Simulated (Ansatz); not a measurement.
Mulliken charges of B$_{2}$FH$_{5}$OSi (`B[SiH](F)BO`) from ωB97M-V/def2-TZVPP in Ansatz (PBE0-D4/def2-TZVP geometry).

```
atom   x (Å)   y (Å)   z (Å)  charge (e)
  B1  -0.729   0.241   1.622      -0.211
 Si2   0.247  -0.860   0.283       0.382
  F3   1.500  -1.682   0.873      -0.326
  B4   0.850   0.356  -1.243      -0.022
  O5  -0.023   1.070  -1.983      -0.220
  H6  -1.706   0.824   1.242       0.079
  H7  -0.393   0.411   2.755       0.101
  H8  -0.722  -1.862  -0.267      -0.051
  H9   2.007   0.487  -1.531       0.071
 H10  -0.949   0.964  -1.747       0.198
```

Question: By hand: the dipole of these point charges (1 e Å = 4.8032 D).

Answer: Σ q r = (-0.438, 0.353, -0.120) e Å, of length 0.575 e Å = 2.76 D.

Question: How does the dipole of the full density compare? (Best estimate.)

Answer: Ansatz gave: (-0.444, 0.155, -0.020) e Å, 2.26 D; the point charges give 1.22 times that, at 22° from its direction.

Point charges leave out the atoms' own dipoles, such as those of lone pairs, and Mulliken's split depends on the basis, so the two needn't agree.
